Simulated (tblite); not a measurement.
Start geometry of `C(=C)P(C)C(=O)OC` from a force field or distance geometry (Å):
```
atom  x, y, z in Å
C1    -2.4760    1.4441   -0.7953
C2    -1.2423    1.0926   -0.4791
P3    -0.6284   -0.6229   -0.8547
C4    -1.5370   -1.5822    0.4036
C5     1.0390   -0.5981   -0.0983
O6     1.3601   -1.5639    0.5649
O7     1.8181    0.4934   -0.3616
C8     3.1173    0.4306    0.2451
H9    -3.1753    0.7675   -1.2809
H10   -2.8443    2.4495   -0.5770
H11   -0.5843    1.8141    0.0009
H12   -2.6141   -1.5980    0.2046
H13   -1.3937   -1.1806    1.4271
H14   -1.1919   -2.6305    0.4100
H15    3.6676   -0.4233   -0.1429
H16    3.0247    0.3776    1.3434
H17    3.6536    1.3419   -0.0197
```

What comes out of this run: GFN2-xTB geometry optimisation, gas phase in tblite?

```
atom  x, y, z in Å
C1    -2.262    1.408   -0.375
C2    -1.067    1.011   -0.782
P3    -0.552   -0.716   -1.012
C4    -1.624   -1.620    0.185
C5     0.953   -0.625    0.055
O6     1.210   -1.383    0.951
O7     1.745    0.352   -0.378
C8     3.000    0.500    0.280
H9    -3.035    0.715   -0.089
H10   -2.515    2.454   -0.309
H11   -0.317    1.726   -1.095
H12   -2.601   -1.796   -0.261
H13   -1.727   -1.061    1.114
H14   -1.151   -2.578    0.390
H15    3.639   -0.357    0.062
H16    2.853    0.568    1.359
H17    3.443    1.414   -0.107
```

The energy falls by 0.256 eV over 122 L-BFGS steps, the largest force on an atom goes from 1.45 to 0.008 eV/Å, and the atoms move by 0.502 Å rms after alignment. The bond that changes most is C2–P3 (alkene CH carbon to phosphine phosphorus), which shortens by 0.044 Å. Bonds longer at the end by more than 0.005 Å: 2 of 16; shorter: 11. Among the angles that change most is P3–C5–O6, from 117.1° to 125.0°. Among the dihedrals that turn most is H11–C2–P3–C5, from 5° to 59°. Rotational constants go from 2833, 1139, 878.8 to 2715, 1217, 963.5 MHz. The orientation of the end geometry is arbitrary; only internal coordinates are fixed.

The run took 1.1 s of wall time on one thread of an AMD EPYC 7R43, no GPU, shared host.

Its GFN2-xTB frequencies are all real (lowest 26 cm⁻¹). The numbers are those of one conformer.

The numbers are calculated, not measured.
